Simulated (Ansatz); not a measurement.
Reaction (redistribution): `C[SiH2][BH][ZnH]` + `[CH3][SnH2][CH3]` → `C[SiH2][SnH2][CH3]` + `C[BH][ZnH]`

Gas-phase electronic energies from Ansatz, PBE0-D4/def2-TZVP geometries. CCSD(T)/CBS adds triple-zeta CCSD(T) − MP2 to the extrapolated MP2 energy (def2 sets, frozen cores). Functionals use def2-TZVPP. B3LYP here is the variant with VWN-RPA as its local correlation; programs differ in this. def2 core potentials past Kr. For Sn, Zn outer-core shells are correlated without core-valence functions, which leaves a few kJ/mol of doubt a bond. Scalar relativity is left out up to krypton. One conformer a species, not always the lowest.

(1) Is it downhill or uphill in electronic energy at CCSD(T)/CBS, and by how much? (An estimate is asked.)

(2) What do these levels give: PBE-D4, PBE0-D4, B3LYP-D4, ωB97X-V, ωB97M-V, PBE, PBE0, HF/def2-TZVPP, MP2/def2-TZVPP, SCS-MP2/def2-TZVPP, HF/def2-QZVPP, CCSD/CBS(def2)? (An estimate is asked.)

Largest T1 diagnostic among the species: 0.014.

Results:

(1) The calculation gave: Downhill: ΔE = -0.55 eV.

(2) Computed: PBE-D4 -0.62, PBE0-D4 -0.62, B3LYP-D4 -0.61, ωB97X-V -0.57, ωB97M-V -0.60, PBE -0.62, PBE0 -0.62, HF/def2-TZVPP -0.55, MP2/def2-TZVPP -0.56, SCS-MP2/def2-TZVPP -0.54, HF/def2-QZVPP -0.55, CCSD/CBS(def2) -0.55 eV.
